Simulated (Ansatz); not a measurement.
Cartesian coordinates (Å):
```xyz
7

N      2.0434     0.2137    -0.4941
C      0.8985    -0.1823    -0.4060
N     -0.2269    -0.6772    -0.5391
C     -1.4608    -0.0609    -0.2529
O     -1.6194     0.9064     0.4578
H      2.6596     0.4041     0.2904
H     -2.2944    -0.6038    -0.7404
```
Charge 0, multiplicity 1.

Computed with frozen-core CCSD(T)/cc-pVTZ // PBE-D3(BJ)/def2-TZVP in Ansatz (an electronic-structure program).

```json
{
  "HF energy": "-260.72073 Ha",
  "MP2 correlation energy": "-0.92798 Ha"
}
```

Question: Estimate the CCSD correlation energy, the (T) correction, the total energy and the T1 diagnostic.

Answer: 
```yaml
CCSD correlation energy: -0.92877 Ha
"(T) correction": -0.04851 Ha
CCSD(T) total energy: -261.69801 Ha
T1 diagnostic: 0.019
```
